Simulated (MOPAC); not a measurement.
Input file for MOPAC: PM7 on HISe (SMILES [SeH]I), a point of a bond scan (R = 2.035 Å).

```
PM7 1SCF PRECISE CHARGE=0 THREADS=1
HISe

Se    -0.90439192 1    -0.74056665 1     0.98809339 1
H     -1.84024043 1    -1.18560364 1    -0.05946084 1
I      0.31103958 1     0.24984697 1    -0.30858079 1
```

Output:

```
*******************************************************************************
 **                                                                           **
 **                              MOPAC v23.2.5                                **
 **                                                                           **
 *******************************************************************************
 ** MOPAC's Digital Object Identifier: https://doi.org/10.5281/zenodo.6511958 **
 **                                                                           **
 ** Please cite the open-source release paper for use of this MOPAC version:  **
 ** J. E. Moussa and J. J. P. Stewart (2026)                                  **
 ** MOPAC: An open-source semiempirical molecular orbital program             **
 ** J. Open Source Softw., 11(119), 8025, https://doi.org/10.21105/joss.08025 **
 *******************************************************************************

                              PM7 CALCULATION RESULTS

 *******************************************************************************
 *  PM7        - The PM7 Hamiltonian to be used
 *
 *
 *
 *                 CHARGE ON SYSTEM = 0
 *
 *
 *
 *  PRECISE    - TIGHTER CRITERIA TO BE USED
 *  1SCF       - DO 1 SCF AND THEN STOP
 *  THREADS=1  - MULTI-THREADING NOT USED
 *  T=         - A TIME OF 172800.0 SECONDS REQUESTED
 *  DUMP=N     - RESTART FILE WRITTEN EVERY 7200.0 SECONDS REQUESTED
 *******************************************************************************
PM7 1SCF PRECISE CHARGE=0 THREADS=1
 HISe

   ATOM   CHEMICAL          X               Y               Z
  NUMBER   SYMBOL      (ANGSTROMS)     (ANGSTROMS)     (ANGSTROMS)

     1      Se         -0.90439192  *  -0.74056665  *   0.98809339  *
     2       H         -1.84024043  *  -1.18560364  *  -0.05946084  *
     3       I          0.31103958  *   0.24984697  *  -0.30858079  *



          CARTESIAN COORDINATES

    NO.       ATOM           X           Y           Z

     1        Se         -0.9044     -0.7406      0.9881
     2         H         -1.8402     -1.1856     -0.0595
     3         I          0.3110      0.2498     -0.3086

 General Reference for PM7:
 "Optimization of Parameters for Semiempirical Methods VI: More Modifications to the
 NDDO Approximations and Re-optimization of Parameters", J. J. P. Stewart, J. Mol. Mod., 1:32, 19 (2013)
 https://link.springer.com/article/10.1007/s00894-012-1667-x

           Empirical Formula: H Se I  =     3 atoms



      MOLECULAR POINT GROUP   :   Cs


      RHF CALCULATION, NO. OF DOUBLY OCCUPIED LEVELS = 7


 -------------------------------------------------------------------------------
 PM7 1SCF PRECISE CHARGE=0 THREADS=1
 HISe



     1SCF WAS SPECIFIED, SO BFGS WAS NOT USED
     SCF FIELD WAS ACHIEVED


                              PM7 CALCULATION
                                                       MOPAC v23.2.5 Linux




          FINAL HEAT OF FORMATION =         -3.31181 KCAL/MOL =     -13.85662 KJ/MOL


          COSMO AREA              =         94.56 SQUARE ANGSTROMS
          COSMO VOLUME            =         81.46 CUBIC ANGSTROMS

          IONIZATION POTENTIAL    =          7.817836 EV
          HOMO LUMO ENERGIES (EV) =         -7.818  0.366
          NO. OF FILLED LEVELS    =          7
          MOLECULAR WEIGHT        =        206.8724         POINT GROUP:  Cs

          MOLECULAR DIMENSIONS (Angstroms)

            Atom       Atom       Distance
            I     3    H     2     2.59819
            H     2   Se     1     1.15077
           Se     1    I     3     0.00000


          SCF CALCULATIONS        =          1





   ATOM   CHEMICAL          X               Y               Z
  NUMBER   SYMBOL      (ANGSTROMS)     (ANGSTROMS)     (ANGSTROMS)

     1      Se         -0.90439192  *  -0.74056665  *   0.98809339  *
     2       H         -1.84024043  *  -1.18560364  *  -0.05946084  *
     3       I          0.31103958  *   0.24984697  *  -0.30858079  *

                             CARTESIAN COORDINATES

   1   Se       -0.904391920    -0.740566650     0.988093390
   2    H       -1.840240430    -1.185603640    -0.059460840
   3    I        0.311039580     0.249846970    -0.308580790


           Empirical Formula: H Se I  =     3 atoms



      MOLECULAR POINT GROUP   :   Cs


                  EIGENVALUES
 -29.57049 -21.07835 -13.56946 -11.55634 -10.44451  -9.20996  -7.81784   0.36582
   1.30693 124.65323 124.70810 124.72864 125.06105 125.06526


              NET ATOMIC CHARGES AND DIPOLE CONTRIBUTIONS

  ATOM NO.   TYPE          CHARGE      No. of ELECS.   s-Pop       p-Pop       d-Pop
    1         Se           0.273732        5.7263     1.94183     3.78444
    2          H           0.012342        0.9877     0.98766
    3          I          -0.286074        7.2861     1.74965     5.52774     0.00869
 DIPOLE           X         Y         Z       TOTAL
 POINT-CHG.    -1.726    -1.387     1.720     2.803
 HYBRID        -0.704    -0.388    -0.446     0.919
 SUM           -2.429    -1.775     1.274     3.267


          ATOMIC ORBITAL ELECTRON POPULATIONS

     Atom    s        px        py        pz      x^2-y^2     xz        z^2       yz        xy
    1 Se   1.94183   1.22645   1.63159   0.92640
    2  H   0.98766
    3  I   1.74965   1.82515   1.89150   1.81108   0.00153   0.00192   0.00174   0.00158   0.00192

 **********************
 *                    *
 * JOB ENDED NORMALLY *
 *                    *
 **********************




 == MOPAC DONE ==
```

The run finished.

Cost: about 0.03 core-seconds (a rough figure).
